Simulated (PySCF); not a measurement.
## BeSe⁺: one state, many levels of theory

State: ²Π (doublet), unpaired electrons π ↑. Set-up: basis Be pcseg-1, Se pcseg-1; no relativity; PySCF 2.14. De refers to Be⁺ + Se in their high-spin ground configurations, without counterpoise correction. The functionals are run spin-unrestricted. A positive dipole points towards Se; it is taken about the centre of mass and depends on that origin.

| Level | Re (Å) | ωe (cm⁻¹) | De (eV) | μ (D) | CPU s a point (SCF and correlation, without the integrals) |
| --- | --- | --- | --- | --- | --- |
| UHF | 1.990 | 726 | 1.61 | -9.27 | 0.05 |
| UHF-MP2 | 2.004 | 718 | 2.46 | n/a | 0.079 |
| UHF-SCS-MP2 | 2.006 | 709 | 2.45 | n/a | n/a |
| UHF-CCSD | 2.011 | 695 | 2.49 | n/a | n/a |
| UHF-CCSD(T) | 2.015 | 690 | 2.57 | n/a | 1.2 |
| PBE | 1.993 | 708 | 3.25 | -7.95 | 0.41 |
| revPBE | 2.001 | 700 | 3.10 | -7.99 | 0.32 |
| r²SCAN | 1.985 | 727 | 2.99 | -8.50 | 0.6 |
| PBE0 | 1.980 | 730 | 3.03 | -8.36 | 0.62 |
| B97-3 | 1.980 | 732 | 3.06 | -8.44 | 0.36 |
| BHandHLYP | 1.974 | 736 | 2.83 | -8.58 | 0.37 |
| LC-ωPBE | 1.963 | 757 | 2.82 | -8.72 | 0.61 |

(1) Which functional lies closest to UHF-CCSD(T) in De, which farthest, and by how much do they differ from it?

(2) What does second-order correlation do here, going from UHF to UHF-MP2?

Correlated steps freeze 9 core orbitals. Correlated levels converge slowly with the basis: in double zeta they bind strong bonds too weakly, by up to about 1 eV, and carry superposition errors of some tenths. Spin–orbit coupling is left out. For an ion De counts to the pair picked by the measured ionisation energies or electron affinities, which need not be the lowest pair at this level. The state was picked by a PBE0 search and need not be the measured ground state.

The whole job (state search and all levels along the bond) took about 1.2 min on 1 thread of Arm Neoverse V2 (shared host), peak memory 0.41 GiB.

Results:

(1) Closest is LC-ωPBE (-5.2 pm in Re, +9.7 % in ωe, +0.25 eV in De against UHF-CCSD(T) in the same basis), farthest PBE (-2.2 pm in Re, +2.6 % in ωe, +0.68 eV in De). CCSD(T) converges more slowly with the basis than the functionals do and binds too weakly in this one, so the order can change at the basis-set limit.

(2) UHF-MP2 less UHF: +1.4 pm in Re, -1.1 % in ωe, +0.85 eV in De. Correlation nearly always deepens the well. The bond lengthens, as in strong covalent bonds, where excitations into antibonding orbitals dominate.
